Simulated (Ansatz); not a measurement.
Job for Ansatz (an electronic-structure program): R-CCSD(T)/cc-pV(D+d)Z on silylphosphine (SMILES [SiH3]P), a point of a torsion scan. Files ending in .json are basis or fitting sets from the Basis Set Exchange.

Ansatz 0.2 input:
```yaml
crystal:
  periodic: [false, false, false]
  atoms:
    - {symbol: Si, position_ang: [-0.82756271, 0.07636679, -0.03200544]}
    - {symbol: P, position_ang: [1.40733106, 0.11645540, -0.14901813]}
    - {symbol: H, position_ang: [-1.42447841, -0.90320750, -0.94278174]}
    - {symbol: H, position_ang: [-1.28547480, 1.41575065, -0.39920502]}
    - {symbol: H, position_ang: [-1.20325880, -0.24001473, 1.34514095]}
    - {symbol: H, position_ang: [1.49853811, -0.47870491, -1.39338920]}
    - {symbol: H, position_ang: [1.59452774, -1.09184320, 0.49801221]}
basis:
  gaussian:
    orbitals: cc-pV_D+d_Z.json
magnetization: {spin_polarized: false}
correlation: {method: ccsd_t, electrons: outside_noble_gas}
scf: {lower_state_search: off}
```

What total energy does the run end on?

-632.8695 hartree (reference determinant -632.5813, T1 diagnostic 0.012).
